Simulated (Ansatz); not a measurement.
Consider the formal hydrolysis of the Si–Si bond: `OC[SiH2][SiH3]` + H₂O → `OC[SiH2]O` + SiH₄.

Isolated molecules relaxed with PBE0-D4/def2-TZVP in Ansatz; ΔE leaves out vibrations. CCSD(T)/CBS adds triple-zeta CCSD(T) − MP2 to the extrapolated MP2 energy (def2 sets, frozen cores). This one scheme is used for every species. Functionals use def2-TZVPP. One conformer a species, not always the lowest.

`OC[SiH2][SiH3]`:

```xyz
12

O    -0.253   -2.665   -0.345
C    -0.306   -1.433    0.360
Si    0.063    0.064   -0.748
Si    0.089    2.065    0.469
H     0.621   -2.758   -0.732
H    -1.322   -1.348    0.753
H     0.364   -1.437    1.232
H    -0.940    0.143   -1.845
H     1.402   -0.153   -1.372
H     0.406    3.215   -0.419
H     1.114    2.002    1.547
H    -1.238    2.306    1.100
```

H₂O:

Cartesian coordinates in Å:
```
O 0.048 0.379 -0.072
H -0.574 -0.025 0.537
H 0.526 -0.354 -0.465
```

`OC[SiH2]O`:

```xyz
10

O    -0.841   -1.660   -0.098
C    -0.275   -0.719    0.806
Si    0.758    0.545   -0.128
O    -0.150    1.071   -1.412
H    -1.195   -1.174   -0.849
H     0.347   -1.283    1.508
H    -1.053   -0.226    1.409
H     1.138    1.685    0.757
H     1.965   -0.089   -0.710
H    -0.693    1.849   -1.284
```

SiH₄:

Z-matrix (Å, degrees):
```
Si
H 1 1.485
H 1 1.485 2 109.5
H 1 1.485 2 109.5 3 -120.0
H 1 1.485 2 109.5 3 120.0
```

CCSD(T)/CBS gives -88.9 kJ/mol.

**Question.** Another level gave -75.2 kJ/mol. Which?
A. CCSD(T)/def2-TZVPP
B. B2PLYP/def2-TZVPP
C. PBE0-D4/def2-TZVPP
D. HF/def2-TZVPP

**Answer.** C. PBE0-D4 -75.2, CCSD(T)/def2-TZVPP -91.4, HF/def2-TZVPP -116.3, B2PLYP -98.8 kJ/mol.

Largest T1 diagnostic among the species: 0.012.

From PBE to PBE0 (25 % exact exchange), in def2-TZVPP and without D4, ΔE moves by −5.5 kJ/mol. The D4 term adds +4.4 kJ/mol with B3LYP and +2.7 kJ/mol with PBE0; it sums over pairs of atoms, weighted by their polarisabilities, and B3LYP, whose exchange is more repulsive, gets the larger term. In def2-TZVPP, CCSD(T) changes the Hartree–Fock value by +24.8 kJ/mol (the triples alone add +3.2 kJ/mol) and MP2 by +18.3 kJ/mol.

B3LYP here is the variant with VWN-RPA as its local correlation; programs differ in this.
